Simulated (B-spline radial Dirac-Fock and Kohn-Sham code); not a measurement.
X-ray lines that fill the L3 vacancy in Se²⁺

System: selenium as Se²⁺ in the configuration [Ar] 3d10 4s2 4p2.

Method: one-electron (LDA, Dirac) transition rates at Dirac-Fock energies. Computed with a radial finite-basis atomic code.

```tsv
line	multipole	energy (eV)	width (meV)	share (%)
Lℓ (L3-M1)	E1	1201.6	0.672	3.78
Lα2 (L3-M4)	E1	1380.9	1.72	9.67
Lα1 (L3-M5)	E1	1381.8	15.3	86.0
Lβ6 (L3-N1)	E1	1426.2	0.0940	0.528
```

The listed lines hold 100.0 % of the radiative rate. The radiative width is 0.0178 eV in the length form and 0.0183 eV in the velocity form; the two differ because the transition energies are not eigenvalue differences of the potential that gave the orbitals.
